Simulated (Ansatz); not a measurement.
Computed with PBE0-D3(BJ)/def2-TZVP (Ansatz, a first-principles code). No frequencies were computed at this level.

Ansatz 0.2 input:
```yaml
crystal:
  periodic: [false, false, false]
  atoms:
    - { symbol: C, position_ang: [1.074507, 0.381006, 0.087203] }
    - { symbol: C, position_ang: [-0.061058, -0.54477, -0.008328] }
    - { symbol: C, position_ang: [-1.39882, -0.12962, -0.190311] }
    - { symbol: O, position_ang: [-2.360568, -0.887302, -0.272278] }
    - { symbol: H, position_ang: [0.755955, 1.417058, -0.001828] }
    - { symbol: H, position_ang: [1.809763, 0.160617, -0.691318] }
    - { symbol: H, position_ang: [1.596169, 0.243792, 1.038159] }
    - { symbol: H, position_ang: [0.129934, -1.606303, 0.064263] }
    - { symbol: H, position_ang: [-1.545886, 0.96552, -0.258507] }
basis:
  gaussian: { orbitals: def2-tzvp }
hamiltonian:
  xc: pbe0
  dispersion: d3bj
relax:
  max_steps: 150
magnetization:
  spin_polarized: true
  initial_magnetization: 1
```

Output:

```
Functional definition: PBE0
911 factors; their error is unknown
mean field evaluation 1: about -5227.7185 eV, gradient 3.8e1 eV
mean field evaluation 2: about -5225.2404 eV, gradient 4.7e1 eV
mean field evaluation 4: about -5233.9201 eV, gradient 2.5e0 eV
mean field evaluation 8: about -5233.9542 eV, gradient 1.5e-1 eV
mean field evaluation 16: about -5233.9501 eV, gradient 7.5e-4 eV
mean field -5233.95011648 eV, -192.3441190817 hartree, gradient 7.3e-5 eV, S^2 0.769681; 2 other end points of the search recorded, 0 dependent functions left out
reference -5233.95014381 eV, -192.3441200863 hartree; 16, 15 occupied and 138, 139 virtual orbitals, 911 factors
relax step   1: F+E_penalty+E_count = -5234.06866810 eV  Δ(F+E_penalty+E_count) = +0.000e0 eV  max|allowed force component| = 2.186e-1 eV/Å  Δτ_max = 0.0000 Å  (45 SCF iters, accepted)
these checks for a lower state are left out or cut short: starts, cluster_reference, orbital_swaps, neighbouring_geometries, increment
911 factors; their error is unknown
mean field -5233.95589553 eV, -192.3443314581 hartree, gradient 1.8e-5 eV, S^2 0.769682; 0 other end points of the search recorded, 0 dependent functions left out
reference -5233.95592293 eV, -192.3443324649 hartree; 16, 15 occupied and 138, 139 virtual orbitals, 911 factors
relax step   2: F+E_penalty+E_count = -5234.07424821 eV  Δ(F+E_penalty+E_count) = -5.580e-3 eV  max|allowed force component| = 1.397e-1 eV/Å  Δτ_max = 0.0159 Å  (41 SCF iters, accepted)
these checks for a lower state are left out or cut short: starts, cluster_reference, orbital_swaps, neighbouring_geometries, increment
911 factors; their error is unknown
mean field evaluation 32: about -5233.9581 eV, gradient 5.6e-1 eV
mean field -5233.95703105 eV, -192.3443731876 hartree, gradient 2.5e-5 eV, S^2 0.769575; 0 other end points of the search recorded, 0 dependent functions left out
reference -5233.95705849 eV, -192.3443741959 hartree; 16, 15 occupied and 138, 139 virtual orbitals, 911 factors
relax step   3: F+E_penalty+E_count = -5234.07528768 eV  Δ(F+E_penalty+E_count) = -1.039e-3 eV  max|allowed force component| = 5.425e-2 eV/Å  Δτ_max = 0.0116 Å  (43 SCF iters, accepted)
these checks for a lower state are left out or cut short: starts, cluster_reference, orbital_swaps, neighbouring_geometries, increment
911 factors; their error is unknown
mean field -5233.95703320 eV, -192.3443732667 hartree, gradient 1.1e-5 eV, S^2 0.769575; 0 other end points of the search recorded, 0 dependent functions left out
reference -5233.95706064 eV, -192.3443742750 hartree; 16, 15 occupied and 138, 139 virtual orbitals, 911 factors
relax step   4: F+E_penalty+E_count = -5234.07528914 eV  Δ(F+E_penalty+E_count) = -1.454e-6 eV  max|allowed force component| = 5.416e-2 eV/Å  Δτ_max = 0.0004 Å  (41 SCF iters, accepted)
these checks for a lower state are left out or cut short: starts, cluster_reference, orbital_swaps, neighbouring_geometries, increment
911 factors; their error is unknown
mean field -5233.95612939 eV, -192.3443400522 hartree, gradient 1.0e-5 eV, S^2 0.769513; 0 other end points of the search recorded, 0 dependent functions left out
reference -5233.95615684 eV, -192.3443410611 hartree; 16, 15 occupied and 138, 139 virtual orbitals, 911 factors
relax step   5: F+E_penalty+E_count = -5234.07435293 eV  Δ(F+E_penalty+E_count) = +9.362e-4 eV  max|allowed force component| = 1.572e-1 eV/Å  Δτ_max = 0.0139 Å  (43 SCF iters, rejected (line search))
these checks for a lower state are left out or cut short: starts, cluster_reference, orbital_swaps, neighbouring_geometries, increment
911 factors; their error is unknown
mean field -5233.95719387 eV, -192.3443791710 hartree, gradient 2.0e-5 eV, S^2 0.769526; 0 other end points of the search recorded, 0 dependent functions left out
reference -5233.95722131 eV, -192.3443801795 hartree; 16, 15 occupied and 138, 139 virtual orbitals, 911 factors
relax step   6: F+E_penalty+E_count = -5234.07545358 eV  Δ(F+E_penalty+E_count) = -1.644e-4 eV  max|allowed force component| = 4.097e-3 eV/Å  Δτ_max = 0.0034 Å  (43 SCF iters, accepted)
911 factors; their error is unknown
mean field evaluation 64: about -5233.9572 eV, gradient 4.2e-3 eV
mean field -5233.95719387 eV, -192.3443791710 hartree, gradient 1.1e-5 eV, S^2 0.769526; 3 other end points of the search recorded, 0 dependent functions left out
reference -5233.95722131 eV, -192.3443801795 hartree; 16, 15 occupied and 138, 139 virtual orbitals, 911 factors
Total energy: -5234.07548102 eV, -192.3487261437 hartree
Atom 0 at     1.080560     0.377509     0.088192 Å, force    -0.001787    -0.001885    -0.000128 eV/Å
Atom 1 at    -0.060333    -0.551446    -0.007769 Å, force     0.001114     0.001594     0.000305 eV/Å
Atom 2 at    -1.403756    -0.126490    -0.191102 Å, force     0.001297     0.004096     0.000045 eV/Å
Atom 3 at    -2.357025    -0.893720    -0.271571 Å, force    -0.000755    -0.001718     0.000014 eV/Å
Atom 4 at     0.764407     1.418660    -0.000367 Å, force     0.000349     0.001103     0.000119 eV/Å
Atom 5 at     1.821625     0.172750    -0.693324 Å, force    -0.000187    -0.000169    -0.000013 eV/Å
Atom 6 at     1.608107     0.255638     1.041494 Å, force     0.000010    -0.000329    -0.000092 eV/Å
Atom 7 at     0.106150    -1.622480     0.062417 Å, force     0.000582    -0.001341     0.000045 eV/Å
Atom 8 at    -1.559739     0.969577    -0.260916 Å, force    -0.000623    -0.001352    -0.000295 eV/Å
Dipole moment:     0.699620     0.283841     0.072143 e Å
```

Cost: roughly 27 core-seconds.
